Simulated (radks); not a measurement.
Results of a calculation; reference values are marked as such.
Problem. Ionisation of Pm, [Xe] 4f5 6s2, to Pm+, [Xe] 4f5 6s1, under several functionals. Non-relativistic Kohn-Sham, spin-polarised, spherical densities, point nucleus; open shells are filled with parallel spins first (spin-orbit coupling, left out, can overturn this in heavy ions); a radial shooting solver on a logarithmic mesh with Libxc functionals. Known Delta-SCF values: SOGGA 5.136 eV. What does exchange-only LDA give, and what is its highest occupied eigenvalue?

Solution. 4.423 eV by Delta-SCF; the 6s eigenvalue is -2.584 eV. NIST: 5.582 eV (measured).

Beside tabulated values, note that relativity, absent from the non-relativistic runs, is large for the heavy elements.
